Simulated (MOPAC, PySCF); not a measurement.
H₃InS₃, SMILES `[SH][In]([SH])[SH]`, neutral singlet in the gas phase. 

Cartesian coordinates (Å):
SMILES: [SH][In]([SH])[SH]
```xyz
7

S     -2.0188    -1.2307     0.4030
In     0.0007    -0.0020     0.1697
S      2.0909    -1.1252     0.2757
S     -0.0688     2.3478    -0.1705
H     -2.7903    -0.1392     0.2631
H      1.5226    -2.3272     0.4713
H      1.2697     2.4585    -0.2188
```
Charge 0, spin multiplicity 1.

All levels are single points at this geometry (PBE0-D4/def2-TZVP); Pople sets use spherical d functions. Orbital energies aren't observables, and empty levels follow the basis.

```json
[
 {"level": "PBE0-D4/def2-TZVP in PySCF", "HOMO (eV)": "-7.62", "LUMO (eV)": "-1.72", "gap (eV)": "5.90", "dipole (D)": "0.01", "vertical IE, Delta-SCF (eV)": "9.42"},
 {"level": "B3LYP/6-311+G** (LANL2DZ on In) in PySCF", "HOMO (eV)": "-7.44", "LUMO (eV)": "-2.05", "gap (eV)": "5.39", "dipole (D)": "0.01", "vertical IE, Delta-SCF (eV)": "–"},
 {"level": "B3LYP/LANL2DZ in PySCF", "HOMO (eV)": "-7.55", "LUMO (eV)": "-2.14", "gap (eV)": "5.41", "dipole (D)": "0.01", "vertical IE, Delta-SCF (eV)": "–"},
 {"level": "BP86/6-31G* (LANL2DZ on In) in PySCF", "HOMO (eV)": "-6.54", "LUMO (eV)": "-2.59", "gap (eV)": "3.95", "dipole (D)": "0.01", "vertical IE, Delta-SCF (eV)": "–"},
 {"level": "PBE/6-31G* (LANL2DZ on In) in PySCF", "HOMO (eV)": "-6.44", "LUMO (eV)": "-2.50", "gap (eV)": "3.94", "dipole (D)": "0.01", "vertical IE, Delta-SCF (eV)": "–"},
 {"level": "AM1 in MOPAC", "HOMO (eV)": "-9.63", "LUMO (eV)": "-2.10", "gap (eV)": "7.53", "dipole (D)": "0.01", "vertical IE, Delta-SCF (eV)": "–"}
]
```
